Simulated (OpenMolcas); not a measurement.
V2+ with its 6 nearest chloride ions at 2.645 Å, on the Na site of NaCl (a = 5.64056 Å, distance in the model lattice 2.820 Å). The rest of the host is ab initio model potentials to 7.6 Å, with orthogonalisation functions on the cations behind the ligands, and point charges beyond; the distance is set by hand and nothing relaxes, and no local charge compensation is placed. Ligand basis ANO-RCC-VDZP.

| Item | Value |
| --- | --- |
| Program | OpenMolcas 26.06 |
| Method | CASSCF |
| Basis | ANO-RCC-VDZP [5s4p2d1f] |
| Scalar Hamiltonian | DKH2, point nucleus |
| Active space | 3 electrons in 5 orbitals (3d) |
| State averaging | 2S+1 = 4 even, 10 roots; 2S+1 = 2 even, 40 roots |
| Spin-orbit coupling | state interaction with AMFI integrals over the reference wave functions |

(1) What is the spin-free ground state (labels of O, the rotations of Oh)?

(2) Where is the first state of the same spin?

(3) What are the lowest two levels with spin-orbit coupling?

(4) What is χT at 300 K, and how does it compare with the textbook value?

(5) Which ligand-field parameters describe the states?

Answers

(1) 4A2, 1-fold in its orbital part, 100 % from free-ion F terms; it has the highest spin that d3 allows.

(2) 4T2 at 5880 cm-1 above the ground state.

(3) A 4-fold level Γ8, then a 2-fold level Γ7 5811 cm-1 above it. Their leading multiplicities are 4 (100 %) and 4 (100 %).

(4) The lowest level has 2S+1 = 4, for which the spin-only value is χT = S(S+1) / 2 = 1.875 cm3 K/mol (g = 2). The computed 1.839 at 300 K differs by -0.036, through orbital momentum, spin-orbit coupling and any other state in reach.

(5) A least-squares ligand-field fit to the states below 45000 cm-1, each weighted by its degeneracy and with a free common offset, gives 10Dq = 6062 cm-1, B = 898 cm-1 and C = 3396 cm-1 (C/B = 3.78), with an rms deviation of 96 cm-1. The same method and metal basis give the free ion B = 954 cm-1 (fit to its terms below 60000 cm-1, rms deviation 86 cm-1), so the nephelauxetic ratio is β = 898 / 954 = 0.94; it hangs on how both fits weigh the states, and computed free-ion B values tend to be too large, so β mixes covalency with correlation.

Without dynamic correlation the repulsion within the d shell is too large (B by tens of per cent), so at a given field states of lower spin stand too high. Ligand-to-metal charge-transfer states are missing. With no ligand orbital active B as a rule stays too high, so bands that hang on it stand too high and its fall with covalency is understated. With metal d orbitals alone and no dynamic correlation the field as a rule comes out too small, by tens of per cent, by up to half for chloride and softer ligands. No measured value stands beside these numbers; the geometry was set by hand and not optimised.
